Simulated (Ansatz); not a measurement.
Ansatz results at the PBE0-D4/def2-TZVP geometry: size of the dipole moment (B3LYP/def2-TZVPP) 1.94 D; size of the dipole moment (PBE/def2-TZVPP) 1.77 D; ideal-gas entropy at 298 K and 1 bar (rigid rotor, harmonic PBE0-D4/def2-TZVP) 270 J/(mol·K).

(1) Which molecule gave them?
A. `[Mg][SH]`•
B. `[Cl][GaH]`•
C. `[O][AlH][Cl]`•
D. `B[NH]`•

Results:

(1) B. The others give `B[NH]`•: 1.33, 1.25, 251; `[O][AlH][Cl]`•: 1.43, 1.48, 290; `[Mg][SH]`•: 2.79, 2.54, 259.

B3LYP here is the variant with VWN-RPA as its local correlation; programs differ in this.
